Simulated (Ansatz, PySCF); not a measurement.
Reaction (SMILES): C=N (CH3N) + 2 [H][H] (H2) -> C (CH4) + N (NH3)
Structures are relaxed separately at B3LYP-D3(BJ)/def2-TZVP in Ansatz (a program for electronic structure).

Property: energy of full hydrogenation (enthalpy at 298 K, with B3LYP-D3(BJ) rigid-rotor harmonic-oscillator terms from PySCF), in kcal/mol. Correlated levels leave the core frozen unless marked. Spin-orbit coupling is left out. No relativistic terms. Basis-set limits of correlation are two-point, X^-3; Hartree-Fock from the larger set.

```csv
level,program,energy of full hydrogenation (kcal/mol)
B3LYP-D4/def2-TZVPD,Ansatz + dftd4,…
PBE0-D4/def2-TZVP,Ansatz + dftd4,…
M06-2X/def2-TZVPD,PySCF,-48.9
"CCSD(T)/CBS(def2-TZVPPD,def2-QZVPPD)",Ansatz,-50.3
```

Problem. Some entries are withheld; supply them.

Solution. 
- B3LYP-D4/def2-TZVPD, energy of full hydrogenation (kcal/mol): -48.3
- PBE0-D4/def2-TZVP, energy of full hydrogenation (kcal/mol): -53.0
